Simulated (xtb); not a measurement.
C2H6AlClS, SMILES C[S][Al]([CH3])[Cl]. All values are semi-empirical tight-binding results from xtb (GFN2-xTB unless named), good for trends rather than for accurate numbers. The structure is a stationary point at GFN2-xTB. The structure was generated by enumeration; whether it is a known compound was not checked. Other conformers were not sampled.

For metal compounds this method's bond lengths and energies can be far off.

```
Item                                           Value
-------------------------------------  -------------
point group as xtb finds it                       Cs
orbital gap                                  3.60 eV
zero-point energy                      46.6 kcal/mol
G − E(el) at 298.15 K (modified RRHO)  24.8 kcal/mol
```
